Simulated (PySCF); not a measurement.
A survey of $^{29}$Si NMR shifts

[PySCF 2.14.0 with density-fitted response routines: geometry from GFN2-xTB; NMR shieldings at PBE0/pcSseg-1/GIAO; no solvent; one averaged value for each set of equivalent atoms; single conformer; relativity neglected]

Shieldings were converted by a linear fit to measured shifts: $^{29}$Si (scatter 8.9 ppm rms, 25.8 ppm with the 6 outliers that the fit left out vs TMS, solution or neat liquid). Occasional misses reach two or three times the rms, and more in compound classes unlike the fitted ones.

**Question.** Give the $^{29}$Si shifts of `ClC[SiH2][C@@H]1C=C[SiH2][SiH2]1`, `O[Si@H](CC1CCC1)[SiH2]S`, `C#C[C@@]1([SiH3])C[C@H]1F`, `C[C@@H]([SiH3])[C@](C)(C=O)S[SiH3]`, `CC/C=C(\[SiH2][SiH3])[S@@](C)=O`, `CC/C=C(\[SiH2][SiH3])[S@@](C)=O`, `ClC[SiH2][Si@@H]1C=C[SiH2]C1`, `O[Si@@H]1NC[Si@H](O)N1`.

**Answer.** 
```tsv
compound	environment	δ (ppm)
[Cl:1][CH2:2][SiH2:3][C@@H:4]1[CH:5]=[CH:6][SiH2:7][SiH2:8]1	Si3: silicon bonded to 2 C, 2 H	-36.0
[Cl:1][CH2:2][SiH2:3][C@@H:4]1[CH:5]=[CH:6][SiH2:7][SiH2:8]1	Si7: silicon bonded to C, Si, 2 H, in a 5-membered ring	-67.1
[Cl:1][CH2:2][SiH2:3][C@@H:4]1[CH:5]=[CH:6][SiH2:7][SiH2:8]1	Si8: silicon bonded to C, Si, 2 H, in a 5-membered ring	-68.7
[OH:1][Si@H:2]([CH2:3][CH:4]1[CH2:5][CH2:6][CH2:7]1)[SiH2:8][SH:9]	Si2: silicon bonded to C, O, Si, H	-10.9
[OH:1][Si@H:2]([CH2:3][CH:4]1[CH2:5][CH2:6][CH2:7]1)[SiH2:8][SH:9]	Si8: silicon bonded to S, Si, 2 H	-61.0
C#C[C@@]1([SiH3])C[C@H]1F	silicon bonded to C, 3 H	-54.1
[CH3:1][C@@H:2]([SiH3:3])[C@:4]([CH3:5])([CH:6]=[O:7])[S:8][SiH3:9]	Si3: silicon bonded to C, 3 H	-59.2
[CH3:1][C@@H:2]([SiH3:3])[C@:4]([CH3:5])([CH:6]=[O:7])[S:8][SiH3:9]	Si9: silicon bonded to S, 3 H	-61.3
[CH3:1][CH2:2]/[CH:3]=[C:4](\[SiH2:5][SiH3:6])[S@@:7]([CH3:8])=[O:9]	Si5: silicon bonded to C, Si, 2 H	-95.1
[CH3:1][CH2:2]/[CH:3]=[C:4](\[SiH2:5][SiH3:6])[S@@:7]([CH3:8])=[O:9]	Si6: silicon bonded to Si, 3 H	-103.7
[CH3:1][CH2:2]/[CH:3]=[C:4](\[SiH2:5][SiH3:6])[S@@:7]([CH3:8])=[O:9]	Si5: silicon bonded to C, Si, 2 H	-95.4
[CH3:1][CH2:2]/[CH:3]=[C:4](\[SiH2:5][SiH3:6])[S@@:7]([CH3:8])=[O:9]	Si6: silicon bonded to Si, 3 H	-104.1
[Cl:1][CH2:2][SiH2:3][Si@@H:4]1[CH:5]=[CH:6][SiH2:7][CH2:8]1	Si7: silicon bonded to 2 C, 2 H, in a 5-membered ring	-28.1
[Cl:1][CH2:2][SiH2:3][Si@@H:4]1[CH:5]=[CH:6][SiH2:7][CH2:8]1	Si4: silicon bonded to 2 C, Si, H, in a 5-membered ring	-29.1
[Cl:1][CH2:2][SiH2:3][Si@@H:4]1[CH:5]=[CH:6][SiH2:7][CH2:8]1	Si3: silicon bonded to C, Si, 2 H	-68.2
[OH:1][Si@@H:2]1[NH:3][CH2:4][Si@H:5]([OH:6])[NH:7]1	Si5: silicon bonded to C, N, O, H, in a 5-membered ring	-23.0
[OH:1][Si@@H:2]1[NH:3][CH2:4][Si@H:5]([OH:6])[NH:7]1	Si2: silicon bonded to 2 N, O, H, in a 5-membered ring	-36.1
```
